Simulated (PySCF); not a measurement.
Process, species as SMILES: C=[SiH2] (CH2-SiH2) → [SiH-]=C + H+
B3LYP-D3(BJ)/def2-TZVP geometries, fixed; electronic energies without zero-point terms.

Effect of the atomic grid (radial, angular points) at PBE0/def2-SVP with PySCF, against the last row, where the deprotonation energy is 368.39 kcal/mol. The proton leaves the site shown, which need not be the most acidic. Cost is core time over that of atom_grid: 30, 110, unpruned, rough, on shared machines of one kind.

```csv
setting,"grid points, largest species",largest shift of a total energy (mEh),shift of the deprotonation energy (kcal/mol),cost
"atom_grid: 30, 110, unpruned",19800,0.283,-0.033,1×
"atom_grid: 50, 194, unpruned",58200,-0.012,-0.005,2×
"atom_grid: 75, 302, unpruned",135904,0.001,0.000,2×
"atom_grid: 99, 590, unpruned",350464,0.000,0.000,4×
"atom_grid: 150, 974, unpruned",876600,0.000,0.000,9×
```

Within 0.02 kcal/mol in the deprotonation energy: atom_grid: 50, 194, unpruned; atom_grid: 75, 302, unpruned; atom_grid: 99, 590, unpruned. The largest shift is 0.283 mEh in a total energy and 0.033 kcal/mol in the difference.
